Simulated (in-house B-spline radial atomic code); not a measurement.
How G0W0 and RPA depend on the start: the sulfur ion S⁴⁺

Configuration [Ne] 3s2. Computed with a B-spline radial code for spherical atoms: all electrons, non-relativistic, point nucleus, each spin shell either full or empty, empty states to l = 9 with an (l + 1/2)⁻⁴ tail; G0W0 by contour deformation at full frequency.

```tsv
start	mean-field 3s (eV)	G0W0 (eV)	QP weight	RPA correlation (Eh)
Hartree-Fock	-70.80	-72.56	0.973	-0.6659
LDA VWN5	-65.88	-72.97	0.949	-0.7563
PBE	-65.74	-72.93	0.950	-0.75458
PBE0	-67.27	-72.82	0.958	-0.72754
r2SCAN	-65.97	-72.91	0.953	-0.74057
HSE06	-66.90	-72.84	0.956	-0.73137
B3LYP (VWN-RPA)	-67.12	-72.84	0.956	-0.73326
SCAN	-66.02	?	?	?
TPSS	-65.83	-72.92	0.951	-0.74934
BHandHLYP	-68.75	-72.72	0.964	-0.7049
CAM-B3LYP	-68.94	-72.76	0.963	-0.71811
LC-wPBE	-70.52	-72.71	0.968	-0.71386
wB97X	-69.97	-72.69	0.967	-0.71105
PBEsol	-65.67	-72.95	0.950	-0.7549
BLYP	-65.74	-72.91	0.949	-0.75525
r2SCAN0	-67.41	-72.82	0.960	-0.71868
LDA exchange-only	-64.38	?	?	?
```

(1) What G0W0 level, weight and RPA correlation energy follow from the LDA exchange-only start?

(2) What G0W0 level, weight and RPA correlation energy follow from the SCAN start?

(3) How much of the dependence on the start does G0W0 remove?

## Answers

(1) G0W0 level -72.94 eV, weight 0.951, RPA correlation -0.75577 hartree.

(2) G0W0 level -72.91 eV, weight 0.953, RPA correlation -0.74041 hartree.

(3) The mean-field levels span 6.43 eV and the G0W0 levels 0.418 eV. Against 72.594 eV (NIST, measured) the G0W0 removal energies are off by -0.04 to +0.38 eV, with relativity, Breit and QED terms left out.
